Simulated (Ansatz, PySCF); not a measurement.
GeBr₃, SMILES [Br][Ge]([Br])[Br], multiplicity 2. Atoms are numbered in the order given.

```xyz
4

Ge     0.0000     0.0068     0.6137
Br    -1.8671    -1.0799    -0.1710
Br     0.0000     2.1530    -0.2091
Br     1.8671    -1.0799    -0.1710
```
Charge 0, spin multiplicity 2.

The structure is a stationary point at ωB97X-D3(BJ)/def2-SVP.

Two levels are set side by side: PBE-D3(BJ)/def2-SVP (Ansatz, an electronic-structure program) and ωB97X-D3(BJ)/def2-SVP (PySCF). Each level has its own optimised geometry; the coordinates shown are those of the second. Frequencies come from the Hessian of PySCF at each geometry. Differences are taken from unrounded values.

```tsv
quantity	ωB97X-D3(BJ)	PBE-D3(BJ)	PBE-D3(BJ) minus ωB97X-D3(BJ)
mean bond length (Å)	2.298	2.351	0.052
bond Ge1–Br2 (Å)	2.298	2.351	0.052
bond Ge1–Br3 (Å)	2.298	2.351	0.052
bond Ge1–Br4 (Å)	2.298	2.351	0.052
highest harmonic wavenumber (cm⁻¹)	335	295	-40
mean harmonic wavenumber (cm⁻¹)	205	180	-25
zero-point energy (kcal/mol)	1.76	1.55	-0.21
```

GGA bonds tend to be longer and softer than those of functionals with exact exchange. Differences between two approximate levels are no errors against the true value.
